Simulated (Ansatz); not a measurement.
Total energies of In(CO)H3 (CH3InO) from Ansatz at CCSD(T)/def2-TZVPD, gas phase (1 Eh = 27.2114 eV = 2625.5 kJ/mol). The reference geometry is relaxed at PBE-D4/def2-TZVP.

```tsv
state	geometry	energy (Eh)
charge 0 singlet	reference	-304.40231
charge -1 doublet	reference	-304.37909
free In atom (doublet)	–	-189.46283
free C atom (triplet)	–	-37.78136
free O atom (triplet)	–	-74.97828
free H atom (doublet)	–	-0.49981
```

In the def2 sets In takes a core potential; there is no spin–orbit coupling. Correlated methods freeze 6 core orbitals; core or outer-core shells of In are correlated, in sets that lack core-valence functions.

(1) Work out the vertical electron affinity, to the doublet.

(2) What is the binding energy per atom against free atoms?

(1) E(charge 0 singlet) − E(charge -1 doublet) = -304.40231 − (-304.37909) = -0.02322 Eh = -0.63 eV; negative, so the extra electron isn't bound.

(2) Atoms: 1 × (-189.46283) + 1 × (-37.78136) + 1 × (-74.97828) + 3 × (-0.49981) = -303.72190 Eh. Binding: -303.72190 − (-304.40231) = 0.68041 Eh = 18.51 eV, or 3.09 eV for each of 6 atoms (no zero-point energy, no counterpoise term).
